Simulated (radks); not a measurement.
The numbers below are computed, except where a source is named.
Numerical settings for the tin ion Sn+, [Kr] 4d10 5s2 5p1. Level of theory: Dirac Kohn-Sham, PBE, spin-unpolarised, spherical densities, finite nucleus; open shells fill j = l - 1/2 first; Fermi nuclear charge, rms radius 4.6519 fm (a radial shooting solver on a logarithmic mesh with Libxc functionals). The defaults (mesh step 0.008 in ln r, mesh end at 40 bohr or more with all orbitals vanishing there, Anderson mixing 0.5 over 9 steps, residual threshold near 1e-9 with the energy settled to 1e-9 hartree or 1e-11 of itself, here a cap of 57 iterations) give E = -6178.6008 hartree and 5p1/2 at -10.559 eV in 14 iterations. Run on one thread of a shared host, so times are rough (Arm Neoverse V1): 0.13 s of CPU time, 0.13 s wall, 14 iterations on 2314 mesh points. Changes against that run (0 stands for a change within the tolerance of the run):

mesh step in ln r 0.03: iterations 14; converged yes; E (mhartree) +0.00388; e(5p1/2) (meV) 0; CPU (s) 0.05
mesh step in ln r 0.05: iterations 14; converged yes; E (mhartree) +0.107; e(5p1/2) (meV) +0.00802; CPU (s) 0.03
mesh step in ln r 0.02: iterations 14; converged yes; E (mhartree) +0.000318; e(5p1/2) (meV) 0; CPU (s) 0.06
mesh end (bohr) 1: iterations 13; converged level above zero; E (mhartree) +2.33e+05; e(5p1/2) (meV) +1.06e+06; CPU (s) 0.09
mesh end (bohr) 8: iterations 14; converged yes; E (mhartree) +0.677; e(5p1/2) (meV) +43.6; CPU (s) 0.12
residual threshold 1e-16: iterations 57; converged no; E (mhartree) 0; e(5p1/2) (meV) 0; CPU (s) 0.27
residual threshold 0.01: iterations 8; converged yes; E (mhartree) 0; e(5p1/2) (meV) +5.45; CPU (s) 0.1
mixing 0.01: iterations 35; converged yes; E (mhartree) 0; e(5p1/2) (meV) 0; CPU (s) 0.25
linear mixing, mixing 0.5: iterations 30; converged yes; E (mhartree) 0; e(5p1/2) (meV) 0; CPU (s) 0.21
linear mixing, mixing 0.8: iterations 57; converged no; E (mhartree) 0; e(5p1/2) (meV) 0; CPU (s) 0.41
mixing history 3: iterations 16; converged yes; E (mhartree) 0; e(5p1/2) (meV) 0; CPU (s) 0.14
iteration cap 3: iterations 3; converged no; E (mhartree) +6.43; e(5p1/2) (meV) -1.08e+03; CPU (s) 0.04

Settled on a wrong energy, with an occupied level pushed above zero by the early mesh end: mesh end (bohr) 1 (+233 hartree). Apart from these: no run marked as converged misses the energy by more than 1 mhartree. A mesh that ends early acts as a hard wall.
